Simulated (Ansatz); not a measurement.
Z-matrix (Å, degrees):
```
C
H 1 1.0833
H 1 1.0833 2 116.96
C 1 1.4464 2 120.71 3 165.54
O 4 1.1838 1 154.55 2 -82.50
O 4 1.3291 5 138.91 1 180.00
```
Charge 0, spin multiplicity 1.

All values below come from frozen-core CCSD(T)/cc-pVTZ // B3LYP-D3(BJ)/def2-TZVP run with Ansatz (a first-principles code).

```yaml
HF energy: -226.65123 Ha
MP2 correlation energy: -0.78088 Ha
```

Estimate the CCSD correlation energy, the (T) correction, the total energy and the T1 diagnostic.


- CCSD correlation energy: -0.78409 Ha
- (T) correction: -0.03666 Ha
- CCSD(T) total energy: -227.47197 Ha
- T1 diagnostic: 0.017
